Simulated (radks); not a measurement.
Spherical quantum dot in the effective-mass picture: electrons in a hard-walled sphere of radius 3.19, all in effective atomic units (hartree* = m*/eps^2 hartree, bohr* = eps/m* bohr), one dielectric constant everywhere. Method: non-relativistic Kohn-Sham, PBEsol, spin-polarised, spherical densities; computed with a radial shooting solver with Libxc functionals. Levels are named by radial order and angular momentum (1s, 1p, 1d, 2s, ...), and open shells are averaged over m. Results are scaled to m* = 0.264 and eps = 9.5, for which hartree* = 79.6 meV and bohr* = 1.904 nm.

N = 14, configuration 1s2 1p6 1d(up 5, down 1). This is the lowest configuration that the search found. Occupied and some empty levels:

| level | occupation | eigenvalue (meV) | <r> (nm) |
|---|---|---|---|
| 1s up | 1 | 490.09 | 3.816 |
| 1s down | 1 | 495.83 | 3.782 |
| 1p up | 3 | 514.44 | 4.061 |
| 1p down | 3 | 520.75 | 4.047 |
| 1d up | 5 | 553.61 | 4.246 |
| 1d down | 1 | 560.25 | 4.239 |
| 1f up | 0 | 605.49 | 4.392 |
| 1f down | 0 | 612.34 | 4.388 |
| 2s up | 0 | 618.02 | 2.791 |
| 2s down | 0 | 620.52 | 2.792 |
| 2p up | 0 | 688.76 | 3.203 |
| 2p down | 0 | 692.42 | 3.197 |

Energy (meV): total 4266.24, kinetic 1466.1, external 0, Hartree 3307.9, exchange-correlation -507.84.

Electron density:

| r (nm) | n(r) (e/nm^3) |
|---|---|
| 0.319 | 0.002927 |
| 0.622 | 0.003364 |
| 0.924 | 0.004141 |
| 1.23 | 0.005325 |
| 1.53 | 0.006991 |
| 1.83 | 0.009202 |
| 2.13 | 0.01199 |
| 2.44 | 0.01530 |
| 2.74 | 0.01900 |
| 3.04 | 0.02277 |
| 3.35 | 0.02618 |
| 3.65 | 0.02863 |
| 3.95 | 0.02946 |
| 4.25 | 0.02814 |
| 4.55 | 0.02444 |
| 4.86 | 0.01867 |
| 5.16 | 0.01188 |
| 5.46 | 0.005641 |
| 5.77 | 0.001444 |
| 6.07 | 2.978e-06 |
